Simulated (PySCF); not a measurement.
The vertical singlet excitations below were computed for one of the candidates. Method used: TDDFT PBE0/def2-SVPD, vertical, gas phase, core orbitals frozen in the response in PySCF. Geometries: GFN2-xTB, one conformer each.

```csv
state,ν̃ (cm⁻¹),f,"main configurations (H = HOMO, L = LUMO)"
S1,50200,0.011,"H→L+1 (38%), H-1→L+1 (23%), H-1→L (10%)"
S2,51670,0.122,"H→L (48%), H-1→L (20%), H→L+1 (16%)"
S3,53040,0.077,"H→L (20%), H-1→L (19%), H→L+1 (15%)"
S4,54490,0.0004,"H→L+2 (34%), H-1→L+1 (24%), H-1→L (15%)"
S5,55400,0.010,"H→L+1 (25%), H→L+3 (14%), H-1→L+1 (11%)"
S6,56630,0.144,"H-1→L+2 (23%), H-1→L (21%), H→L+3 (13%)"
```

**Question.** Which candidate is it? All have the formula C7H8.
A. `C#C[C@@H]1C[C@@H]1C=C`
B. `[C@@H]1(C(C#C)=C1)CC`
C. `C=C1C=C1C1CC1`
D. `C#CC=C1CCC1`
E. `C#CC#CCCC`

**Answer.** A. Its S1, at 6.22 eV, is the highest among the candidates; the nearest of the others has S1 at 5.42 eV. S1 is HOMO→LUMO+1 (38%), HOMO-1→LUMO+1 (23%), HOMO-1→LUMO (10%). Löwdin shares by element: HOMO carbon 65% or more (atoms not listed hold the other 35%); LUMO carbon 62% or more, hydrogen 11% or more (atoms not listed hold the other 27%). At the same level the other candidates give, for their lowest levels:
- `C#CC=C1CCC1`: 5.42 eV (f 0.399); 5.47 eV (f 0.000); 6.00 eV (f 0.000); 6.39 eV (f 0.004); 6.88 eV (f 0.000); T1 3.31 eV; HOMO -6.59, LUMO -0.70 eV
- `C#CC1=C[C@H]1CC`: 4.64 eV (f 0.000); 5.01 eV (f 0.157); 5.86 eV (f 0.000); 6.00 eV (f 0.003); 6.64 eV (f 0.029); T1 3.03 eV; HOMO -6.89, LUMO -1.20 eV
- `C=C1C=C1C1CC1`: 4.51 eV (f 0.052); 5.54 eV (f 0.004); 5.97 eV (f 0.011); 6.09 eV (f 0.000); 6.32 eV (f 0.000); T1 3.41 eV; HOMO -5.73, LUMO -0.17 eV
- `C#CC#CCCC`: 4.77 eV (f 0.000); 4.98 eV (f 0.001); 4.98 eV (f 0.000); 6.82 eV (f 0.002); 6.83 eV (f 0.082); T1 3.81 eV; HOMO -7.14, LUMO -0.47 eV

Shape of the structure used: `[CH:1]#[C:2][C@@H:3]1[CH2:4][C@@H:5]1[CH:6]=[CH2:7]`: C4–C5–C6–C7 145°.
Triplets come from the Tamm–Dancoff approximation.
